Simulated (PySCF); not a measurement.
F3MoO, charge +1, multiplicity 1. Atoms are numbered in the order given.

```xyz
5

Mo     0.0000     0.0000    -0.0054
O      0.0000     0.0000    -1.6391
F     -1.4798     0.8543     0.4940
F      1.4798     0.8543     0.4940
F      0.0000    -1.7087     0.4940
```
Charge +1, spin multiplicity 1.

Coordinates come from a r2SCAN-D4/def2-SVP optimisation. The multiplicity is an assumed one; other spin states were not compared. The isomer is the one that the SMILES or the coordinates give; other isomers of the formula were not compared. The def2 effective core potentials stand for the cores of Mo; spin–orbit coupling is left out.

Computed with PBE/def2-TZVPD (PySCF).

Mulliken values depend strongly on the basis, most of all with diffuse functions as here. ESP charges are fitted to the potential on shells at 1.4 to 2.0 van der Waals radii. Atomic charges (e):

| atom | Mulliken | ESP fit |
|---|---|---|
| Mo1 | 2.65 | ? |
| O2 | -0.43 | ? |
| F3 | -0.41 | ? |
| F4 | -0.41 | ? |
| F5 | -0.41 | ? |

Q: Complete the blanks. (Estimate from the structure and the level; the computed values follow.)

A: 
- Mo1, ESP fit: 1.33
- O2, ESP fit: -0.13
- F3, ESP fit: -0.07
- F4, ESP fit: -0.07
- F5, ESP fit: -0.07
